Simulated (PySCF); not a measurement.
Telling isomers of C4H8N2O2Si apart by NMR

No relativistic terms, gas phase, averaged over atoms made equivalent by symmetry, fast rotation or ring inversion, one conformer. Geometry: GFN2-xTB; PBE0/pcSseg-1 with gauge-including orbitals; PySCF 2.14.

Referencing at the same level of theory: TMS for 1H and 13C. Where no couplings were computed, multiplicities follow the n + 1 count of equivalent neighbours, and m marks all less simple cases (inequivalent or close neighbours, rings, F or P nearby). Shifts are as computed. Against solution values, carbons near 30 ppm lie about +3 ppm off and those near 130 ppm about +5 ppm. Of 1309 compounds with measured shifts, 239 miss one by over three times the rms of a fit or turn the order of signals round; such compounds aren't used in these exercises. OH and NH positions are gas-phase values without hydrogen bonding to other molecules.

(1) Tabulate the signals of `CCc1nc(O[SiH3])no1`, `CO[Si@H](O)n1cccn1` and their relative energies.

(2) What is the quickest way to tell CCc1nc(O[SiH3])no1 from CO[Si@H](O)n1cccn1?

## Answers

(1) 
| SMILES | carbon types | δC | δH | E rel. (kcal/mol) |
| --- | --- | --- | --- | --- |
| CCc1nc(O[SiH3])no1 | 2×C 1×CH2 1×CH3 | 188.0, 177.3, 25.6, 16.1 | 5.10 (s, 3H), 2.96 (q, 2H), 1.40 (t, 3H) | 58.0 |
| CO[Si@H](O)n1cccn1 | 3×CH 1×CH3 | 146.9, 137.2, 112.4, 52.1 | 7.80 (m, 1H), 7.65 (m, 1H), 6.57 (m, 1H), 5.18 (s, 1H), 4.15 (s, 3H), 3.85 (br s, 1H) | 0.0 |

Energies are electronic energies at PBE0/pcSseg-1 on these geometries, without zero-point or thermal terms, each for the one conformer computed, which needn't be the lowest.

(2) Both give the same number of carbon signals, but DEPT or the intensities differ. The first has a substituted aromatic carbon next to the ring oxygen (C) at 188.0 ppm, the second an aromatic CH next to a ring nitrogen at 146.9 ppm. In the proton spectra the most deshielded non-exchanging signals are 5.10 (s, 3H) and 7.80 (m, 1H).
